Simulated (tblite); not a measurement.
Record of a relaxation.

Species: C4H5FN2O (charge +1 and doublet state).
SMILES with atom numbers: `[F:1][CH2:2][O:3][C+:4]1[CH:5][CH:6]=[N:7][NH:8]1` (hydrogens: H9, H10 on C2; H11 on C5; H12 on C6; H13 on N8)
Bond orders are those of one Lewis drawing.

Computed with GFN2-xTB (tblite), gas phase: L-BFGS steps from a force-field or distance-geometry start until the largest atomic force falls under 0.01 eV/Å. 14 of its 73 geometries are shown.

Step 0: E = -686.0696 eV, largest atomic force 2.811 eV/Å
```
atom  x, y, z in Å  |  force x, y, z in eV/Å
F1     -2.263    0.550   -0.979    0.012  -0.222  -0.002
C2     -2.175   -0.008    0.245   -0.016   0.548   0.668
O3     -0.985    0.468    0.894    0.662  -1.862  -1.709
C4      0.150    0.062    0.285   -1.029   1.529   0.681
C5      1.414    0.089    0.930    1.358  -0.360  -2.435
C6      2.310   -0.236   -0.186    0.557  -0.131   1.732
N7      1.683   -0.413   -1.313   -1.437   0.944   1.731
N8      0.351   -0.218   -1.017    0.108  -0.506  -0.361
H9     -2.160   -1.107    0.161    0.076   0.086  -0.152
H10    -3.044    0.293    0.846    0.129   0.211   0.007
H11     1.680    0.441    1.895    0.041  -0.034   0.393
H12     3.396   -0.304   -0.028   -0.700  -0.054  -0.485
H13    -0.360   -0.189   -1.749    0.238  -0.149  -0.067
```

Step 6: E = -686.5269 eV, largest atomic force 0.327 eV/Å
```
atom  x, y, z in Å  |  force x, y, z in eV/Å
F1     -2.271    0.525   -0.986    0.064  -0.035   0.042
C2     -2.187   -0.014    0.247    0.020   0.003   0.125
O3     -0.978    0.365    0.873   -0.091  -0.007  -0.072
C4      0.156    0.135    0.291   -0.204  -0.079   0.032
C5      1.448    0.160    0.896    0.156  -0.117  -0.056
C6      2.306   -0.242   -0.117    0.144   0.293  -0.024
N7      1.637   -0.356   -1.258   -0.062  -0.134  -0.016
N8      0.349   -0.242   -1.010    0.145   0.181  -0.095
H9     -2.189   -1.110    0.139   -0.239  -0.073  -0.009
H10    -3.019    0.345    0.867    0.095   0.045  -0.036
H11     1.681    0.411    1.908   -0.008   0.055   0.124
H12     3.378   -0.336   -0.088   -0.093  -0.085  -0.022
H13    -0.318   -0.214   -1.780    0.072  -0.048   0.007
```

Step 11: E = -686.5553 eV, largest atomic force 0.210 eV/Å
```
atom  x, y, z in Å  |  force x, y, z in eV/Å
F1     -2.258    0.509   -0.982    0.015  -0.003  -0.059
C2     -2.195   -0.025    0.253   -0.016   0.059  -0.011
O3     -0.983    0.327    0.874    0.034  -0.183   0.098
C4      0.158    0.137    0.296   -0.022   0.046  -0.081
C5      1.457    0.171    0.902   -0.005  -0.003  -0.073
C6      2.316   -0.188   -0.119    0.014  -0.148  -0.010
N7      1.639   -0.367   -1.258    0.114   0.046  -0.018
N8      0.366   -0.205   -1.018   -0.005   0.007  -0.054
H9     -2.263   -1.123    0.138   -0.093   0.036   0.112
H10    -3.002    0.379    0.874   -0.047   0.029  -0.006
H11     1.676    0.410    1.924   -0.010  -0.004   0.004
H12     3.375   -0.361   -0.109    0.057   0.124   0.064
H13    -0.292   -0.234   -1.793   -0.036  -0.006   0.034
```

Step 17: E = -686.5866 eV, largest atomic force 0.198 eV/Å
```
atom  x, y, z in Å  |  force x, y, z in eV/Å
F1     -2.226    0.481   -0.983    0.011  -0.026   0.010
C2     -2.212   -0.026    0.264   -0.031  -0.047  -0.031
O3     -0.977    0.199    0.886    0.075   0.062  -0.027
C4      0.162    0.138    0.271    0.153  -0.123   0.023
C5      1.463    0.172    0.891   -0.063  -0.047   0.102
C6      2.337   -0.170   -0.124   -0.055   0.097   0.008
N7      1.668   -0.370   -1.265   -0.024   0.010   0.031
N8      0.395   -0.149   -1.048   -0.077  -0.099   0.036
H9     -2.404   -1.112    0.193   -0.017  -0.043   0.004
H10    -2.994    0.446    0.872    0.037   0.152   0.027
H11     1.661    0.399    1.923   -0.015  -0.078  -0.122
H12     3.400   -0.321   -0.097   -0.021   0.107   0.019
H13    -0.277   -0.259   -1.802    0.026   0.034  -0.080
```

Step 22: E = -686.6172 eV, largest atomic force 0.229 eV/Å
```
atom  x, y, z in Å  |  force x, y, z in eV/Å
F1     -2.198    0.434   -0.981   -0.030  -0.092  -0.095
C2     -2.230   -0.030    0.281    0.104   0.139  -0.016
O3     -0.969    0.107    0.884   -0.147  -0.025   0.032
C4      0.163    0.066    0.260   -0.176  -0.021   0.007
C5      1.447    0.137    0.887    0.065  -0.059  -0.071
C6      2.340   -0.129   -0.129    0.053   0.049  -0.002
N7      1.688   -0.356   -1.273    0.004   0.076  -0.096
N8      0.403   -0.184   -1.065    0.095  -0.058  -0.004
H9     -2.524   -1.100    0.255   -0.024   0.194   0.068
H10    -2.935    0.584    0.865    0.015  -0.136   0.013
H11     1.648    0.348    1.912   -0.029  -0.016   0.227
H12     3.409   -0.194   -0.071    0.033   0.002  -0.115
H13    -0.248   -0.255   -1.844    0.038  -0.054   0.051
```

Step 28: E = -686.6459 eV, largest atomic force 0.140 eV/Å
```
atom  x, y, z in Å  |  force x, y, z in eV/Å
F1     -2.173    0.344   -1.003   -0.085   0.023  -0.053
C2     -2.244   -0.008    0.290    0.047  -0.028  -0.041
O3     -0.977   -0.017    0.874    0.112   0.048   0.068
C4      0.160   -0.029    0.253    0.063   0.044  -0.008
C5      1.442    0.091    0.891   -0.005  -0.092   0.047
C6      2.356   -0.065   -0.133   -0.033   0.031   0.018
N7      1.721   -0.293   -1.288    0.021   0.069   0.057
N8      0.430   -0.220   -1.078   -0.029   0.051  -0.009
H9     -2.696   -1.012    0.356   -0.006  -0.079   0.017
H10    -2.861    0.712    0.851    0.012   0.073  -0.060
H11     1.610    0.264    1.937   -0.006  -0.054  -0.054
H12     3.428   -0.050   -0.097   -0.019   0.003  -0.009
H13    -0.199   -0.289   -1.872   -0.071  -0.089   0.027
```

Step 33: E = -686.6548 eV, largest atomic force 0.094 eV/Å
```
atom  x, y, z in Å  |  force x, y, z in eV/Å
F1     -2.187    0.320   -1.015    0.058  -0.070   0.014
C2     -2.240   -0.005    0.288   -0.089   0.030  -0.005
O3     -0.971   -0.028    0.873   -0.036  -0.021  -0.067
C4      0.165   -0.052    0.254    0.012   0.018   0.029
C5      1.442    0.059    0.898    0.021   0.041   0.028
C6      2.357   -0.045   -0.130    0.002   0.010  -0.050
N7      1.727   -0.254   -1.291   -0.020  -0.007  -0.014
N8      0.435   -0.216   -1.080   -0.035   0.038   0.011
H9     -2.724   -0.995    0.389    0.076   0.035   0.006
H10    -2.832    0.755    0.824   -0.003   0.010   0.005
H11     1.599    0.220    1.946    0.028  -0.063  -0.013
H12     3.429   -0.006   -0.108   -0.007  -0.004   0.046
H13    -0.203   -0.325   -1.864   -0.006  -0.017   0.010
```

Step 39: E = -686.6589 eV, largest atomic force 0.067 eV/Å
```
atom  x, y, z in Å  |  force x, y, z in eV/Å
F1     -2.180    0.283   -1.027    0.004  -0.007   0.012
C2     -2.243    0.003    0.285    0.011  -0.007   0.025
O3     -0.974   -0.041    0.870   -0.012   0.022   0.025
C4      0.165   -0.058    0.256   -0.032   0.030  -0.001
C5      1.442    0.052    0.898    0.007  -0.002   0.002
C6      2.355   -0.027   -0.135    0.024  -0.015   0.008
N7      1.724   -0.235   -1.294   -0.009   0.001  -0.018
N8      0.432   -0.203   -1.080    0.013  -0.015  -0.016
H9     -2.733   -0.978    0.414   -0.029  -0.011   0.014
H10    -2.819    0.787    0.806    0.021  -0.022  -0.060
H11     1.607    0.172    1.949    0.019  -0.005   0.034
H12     3.426    0.020   -0.102   -0.005   0.002  -0.007
H13    -0.207   -0.347   -1.856   -0.012   0.029  -0.019
```

Step 44: E = -686.6601 eV, largest atomic force 0.039 eV/Å
```
atom  x, y, z in Å  |  force x, y, z in eV/Å
F1     -2.174    0.261   -1.029   -0.009  -0.028  -0.025
C2     -2.242    0.001    0.287    0.014  -0.001  -0.013
O3     -0.975   -0.044    0.873    0.006  -0.006   0.002
C4      0.164   -0.059    0.257    0.006  -0.019   0.007
C5      1.442    0.047    0.899   -0.006  -0.010  -0.004
C6      2.354   -0.021   -0.136   -0.009  -0.008   0.002
N7      1.723   -0.227   -1.296    0.000   0.002   0.005
N8      0.432   -0.204   -1.081   -0.002   0.022   0.013
H9     -2.750   -0.969    0.432    0.011  -0.009   0.012
H10    -2.809    0.802    0.786   -0.019   0.025   0.008
H11     1.613    0.149    1.952   -0.009   0.016  -0.008
H12     3.425    0.036   -0.101    0.007  -0.016  -0.015
H13    -0.207   -0.344   -1.860    0.009   0.032   0.017
```

Step 50: E = -686.6628 eV, largest atomic force 0.047 eV/Å
```
atom  x, y, z in Å  |  force x, y, z in eV/Å
F1     -2.168    0.193   -1.046   -0.012  -0.021   0.033
C2     -2.240   -0.005    0.281   -0.036  -0.003   0.010
O3     -0.976   -0.026    0.879   -0.004   0.011  -0.028
C4      0.165   -0.049    0.269    0.001   0.005  -0.031
C5      1.448    0.037    0.905    0.003   0.007   0.002
C6      2.353   -0.035   -0.135    0.008   0.016   0.011
N7      1.714   -0.213   -1.296    0.017   0.030   0.006
N8      0.426   -0.178   -1.072    0.013  -0.019  -0.023
H9     -2.743   -0.971    0.469    0.008   0.018   0.007
H10    -2.818    0.817    0.737    0.033  -0.017   0.004
H11     1.626    0.135    1.958   -0.006   0.002  -0.009
H12     3.425    0.016   -0.117    0.001  -0.034   0.032
H13    -0.215   -0.291   -1.851   -0.027   0.006  -0.014
```

Step 55: E = -686.6649 eV, largest atomic force 0.084 eV/Å
```
atom  x, y, z in Å  |  force x, y, z in eV/Å
F1     -2.172    0.125   -1.052   -0.057   0.002  -0.001
C2     -2.244   -0.012    0.282    0.044  -0.003  -0.002
O3     -0.976   -0.021    0.873    0.006   0.000   0.018
C4      0.166   -0.046    0.264   -0.003   0.003   0.024
C5      1.448    0.030    0.906   -0.007   0.007  -0.018
C6      2.356   -0.034   -0.131   -0.005  -0.032  -0.029
N7      1.719   -0.184   -1.299   -0.025  -0.006  -0.030
N8      0.430   -0.164   -1.077   -0.002   0.035   0.010
H9     -2.755   -0.963    0.513    0.001   0.010   0.024
H10    -2.808    0.837    0.704    0.013  -0.018  -0.006
H11     1.627    0.117    1.960   -0.026   0.001  -0.006
H12     3.429   -0.005   -0.111   -0.021   0.005   0.034
H13    -0.224   -0.252   -1.851    0.082  -0.003  -0.018
```

Step 61: E = -686.6682 eV, largest atomic force 0.104 eV/Å
```
atom  x, y, z in Å  |  force x, y, z in eV/Å
F1     -2.200    0.007   -1.051    0.028  -0.015  -0.056
C2     -2.248   -0.025    0.289    0.055  -0.012   0.029
O3     -0.974   -0.019    0.866    0.027  -0.018  -0.050
C4      0.166   -0.045    0.255   -0.002   0.041  -0.042
C5      1.446    0.016    0.900   -0.056  -0.045   0.035
C6      2.358   -0.046   -0.131   -0.010   0.041   0.047
N7      1.726   -0.137   -1.308    0.022  -0.021   0.000
N8      0.438   -0.128   -1.088   -0.025   0.000   0.002
H9     -2.777   -0.939    0.606    0.001  -0.021   0.028
H10    -2.780    0.868    0.649   -0.073   0.064   0.038
H11     1.613    0.090    1.955    0.011  -0.006   0.035
H12     3.429   -0.029   -0.084    0.045  -0.004  -0.048
H13    -0.201   -0.185   -1.876   -0.024  -0.004  -0.018
```

Step 66: E = -686.6701 eV, largest atomic force 0.028 eV/Å
```
atom  x, y, z in Å  |  force x, y, z in eV/Å
F1     -2.203   -0.065   -1.052    0.003  -0.001   0.019
C2     -2.248   -0.029    0.290   -0.013   0.006   0.000
O3     -0.974   -0.018    0.862    0.001   0.007   0.006
C4      0.165   -0.037    0.251    0.007   0.001   0.000
C5      1.444    0.002    0.904    0.011   0.012  -0.006
C6      2.359   -0.045   -0.126    0.003   0.001  -0.010
N7      1.729   -0.114   -1.307    0.004  -0.004  -0.005
N8      0.439   -0.103   -1.092    0.014  -0.011  -0.001
H9     -2.786   -0.920    0.656    0.006   0.001  -0.004
H10    -2.776    0.887    0.608   -0.002  -0.006  -0.009
H11     1.614    0.062    1.960   -0.024  -0.015  -0.002
H12     3.431   -0.038   -0.088   -0.010   0.003  -0.001
H13    -0.198   -0.153   -1.883    0.001   0.006   0.013
```

Step 72: E = -686.6704 eV, largest atomic force 0.006 eV/Å
```
atom  x, y, z in Å  |  force x, y, z in eV/Å
F1     -2.203   -0.097   -1.050    0.003   0.000   0.001
C2     -2.248   -0.030    0.290    0.006   0.000   0.002
O3     -0.974   -0.009    0.861    0.001   0.002   0.002
C4      0.166   -0.035    0.251   -0.002   0.001   0.002
C5      1.444   -0.002    0.904   -0.005   0.002   0.001
C6      2.359   -0.047   -0.127    0.001  -0.004  -0.003
N7      1.730   -0.105   -1.308    0.001   0.002  -0.001
N8      0.440   -0.097   -1.093   -0.003   0.003  -0.002
H9     -2.785   -0.914    0.677   -0.001  -0.002   0.001
H10    -2.776    0.893    0.587   -0.001   0.000   0.001
H11     1.610    0.047    1.961   -0.004  -0.001   0.000
H12     3.432   -0.042   -0.089    0.002  -0.001   0.000
H13    -0.199   -0.134   -1.882    0.003  -0.003  -0.003
```

Problem. Summarise the path.

Solution. The energy falls by 57.97 kJ/mol from step 0 to step 72; nine tenths of that is first reached at step 21. It falls at every step. The largest force goes from 2.811 to 0.006 eV/Å. Among the bonds C5–C6 changes most, from 1.468 to 1.379 Å; the atoms move by 0.423 Å rms after alignment.

What follows is the cost of the whole relaxation. Time: 0.31 s. Hardware: Arm Neoverse V2, one thread, no GPU, shared host with 96 logical CPUs at a one-minute load of 47.
